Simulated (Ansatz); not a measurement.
Molecule: TlI (charge 0, singlet). 
Geometry from a B3LYP-D3(BJ)/def2-TZVP (Ansatz, a first-principles code) optimisation:
SMILES: [I][Tl]
```xyz
2

Tl     0.0000     0.0000    -1.1376
I      0.0000     0.0000     1.7386
```

Property: vertical electron affinity (to the doublet state of charge -1; a negative value means that the extra electron is unbound and the number depends on the basis; each state is the SCF solution reached for its spin), in eV. Valence correlation only, unless marked. UHF or UKS for open shells. No spin-orbit coupling. The frozen core is the preceding noble-gas configuration, with the filled d and f shells of earlier blocks. In def2 rows, elements after Kr have scalar-relativistic effective core potentials. Anions need diffuse functions: def2-D sets add few. CBS marks a two-point X^-3 extrapolation of the correlation energy; Hartree-Fock from the larger set.

| level | program | vertical electron affinity (eV) |
|---|---|---|
| r2SCAN/def2-TZVPD | Ansatz | 0.53 |
| BHLYP/def2-TZVPD | Ansatz | 0.43 |
| CAM-B3LYP/def2-TZVPD | Ansatz | 0.54 |
| wB97X-V/def2-TZVPD | Ansatz | 0.42 |
| wB97X/def2-TZVPD | Ansatz | 0.39 |
| CCSD/def2-QZVPPD | Ansatz | 0.41 |
| CCSD/CBS(def2-TZVPPD,def2-QZVPPD) | Ansatz | 0.43 |
| CCSD(T)/def2-SVPD | Ansatz | 0.27 |
| CCSD(T)/CBS(def2-TZVPPD,def2-QZVPPD) | Ansatz | 0.45 |
